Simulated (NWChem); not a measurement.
# SiH2F2; SMILES F[SiH2]F

```xyz
5

Si     0.0000     0.0000     0.4329
F      1.3009     0.0000    -0.5183
F     -1.3009     0.0000    -0.5183
H      0.0000     1.2462     1.2320
H      0.0000    -1.2462     1.2320
```
Atoms are numbered in this order, from 1.

Computed with NWChem. Geometry optimised at PBE0/def2-SVP; all other runs use it. 

```csv
quantity,level,value
"vertical ionisation energy, ΔSCF (eV)",CAM-B3LYP/def2-SVP,12.76
solvation free energy (kcal/mol) in water,"PBE0/def2-SVP, SMD",0.3
"vertical, lowest excitation, singlet (eV)","CAM-B3LYP/def2-SVPD, TDA",…
"isotropic polarisability (bohr³), static",CAM-B3LYP/def2-SVPD,…
dipole (D),PBE0/def2-SVP,…
highest harmonic frequency (cm⁻¹),PBE0/def2-SVP,2319
```

Q: Complete the blanks.

A: 
- vertical, lowest excitation, singlet (eV), value: 8.55
- isotropic polarisability (bohr³), static, value: 26.2
- dipole (D), value: 1.62
